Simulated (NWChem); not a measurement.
System: CH7NSi2; SMILES C(/[SiH3])=N/[SiH3]

The following NWChem deck was run.

```
start job
memory heap 200 mb stack 900 mb global 1100 mb
geometry units angstroms noautosym nocenter noautoz
  Si     0.380518     1.811312    -0.213297
  C     -1.030889     0.570199     0.203226
  N     -0.956939    -0.691591     0.304517
  Si     0.401109    -1.783225     0.115882
  H      1.463237     1.724771     0.812698
  H     -0.190846     3.190800    -0.219328
  H      0.957257     1.504836    -1.557128
  H     -2.030031     1.030565     0.373836
  H      0.556048    -2.519205     1.402664
  H      1.703652    -1.114820    -0.224240
  H      0.049116    -2.739567    -0.971773
end
basis spherical
  * library 6-311g**
end
dft
  xc pbe0
  iterations 150
end
tddft
  cis
  ecut -9.0
  nroots 6
  notriplet
end
task tddft energy
```

Geometry: optimised at PBE0/def2-SVP.

Core excitations by TDA in a window of 1s orbitals, non-relativistic and unshifted: absolute energies depend strongly on the exact-exchange share.

### Question
Give the results of this calculation. (PBE0/6-311G** (spherical d), restricted-window TDA.) Quantities: first 1s excitation (eV); dipole oscillator strength of the first; first state with f > 0.002 (eV); dipole oscillator strength of that state.

### Answer
```json
{
  "first 1s excitation (eV)": "275.2",
  "dipole_oscillator_strength_of_the_first": "0.0448",
  "first state with f > 0.002 (eV)": "275.2",
  "dipole_oscillator_strength_of_that_state": "0.0448"
}
```
